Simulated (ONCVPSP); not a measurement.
# Scattering properties, ONCV potential for nitrogen (N)

| Property | Result |
| --- | --- |
| Element | nitrogen |
| Generator | ONCVPSP 4.0.1 |
| Type | optimised norm-conserving Vanderbilt (ONCV) |
| Functional | PBE |
| Relativity | non-relativistic |
| Frozen core | [He] |
| Valence charge | 5 |
| Reference configuration | 2s2 2p3 |
| Partial waves | 2s: rc 1.00 bohr, ncon 4, nbas 7, qcut 7.7 1/bohr, 3 projectors, debl 3.4 Ha; 2p: rc 1.75 bohr, ncon 4, nbas 8, qcut 8.5 1/bohr, 2 projectors, debl 2 Ha |
| Local potential | polynomial inside 0.80 bohr (lpopt 4, dvloc0 4 Ha) |
| Core correction | none |

The phase is arctan(r·R′/R) of the radial function R(r), unwrapped; energies in Ha, scanned from -2 to 5 Ha. A pole is an energy at which the radial function vanishes at the test radius. The pseudo phase is shifted by a multiple of π to meet the all-electron one at the reference energy, and phase errors are pseudo minus all-electron; the curves can meet again beyond the range given. Levels narrower than the energy grid can be missing from the lists of poles.

```csv
channel,radius (bohr),reference energy (Ha),"poles, all-electron","poles, pseudo",unbroken range about the reference energy with phases within 0.05 rad,phase error 1 Ha above the reference energy (rad)
s,1.01,-0.68,4.68,4.68,the whole range,-0.000
p,1.78,-0.26,0.31,0.31,the whole range,+0.000
```

Phases in the p channel:

| E (Ha) | all-electron | pseudo |
| --- | --- | --- |
| -1.98 | 1.131 | 1.131 |
| -1.62 | 1.039 | 1.039 |
| -1.26 | 0.869 | 0.869 |
| -0.90 | 0.470 | 0.470 |
| -0.54 | -0.474 | -0.474 |
| -0.18 | -1.205 | -1.205 |
| 0.18 | -1.502 | -1.502 |
| 0.54 | -1.674 | -1.674 |
| 0.90 | -1.824 | -1.824 |
| 1.26 | -2.015 | -2.015 |
| 1.62 | -2.358 | -2.358 |
| 1.98 | -3.069 | -3.069 |
| 2.34 | -3.834 | -3.833 |
| 2.70 | -4.206 | -4.205 |
| 3.06 | -4.384 | -4.383 |
| 3.42 | -4.486 | -4.485 |
| 3.78 | -4.554 | -4.552 |
| 4.14 | -4.604 | -4.602 |
| 4.50 | -4.643 | -4.640 |
| 4.86 | -4.676 | -4.673 |
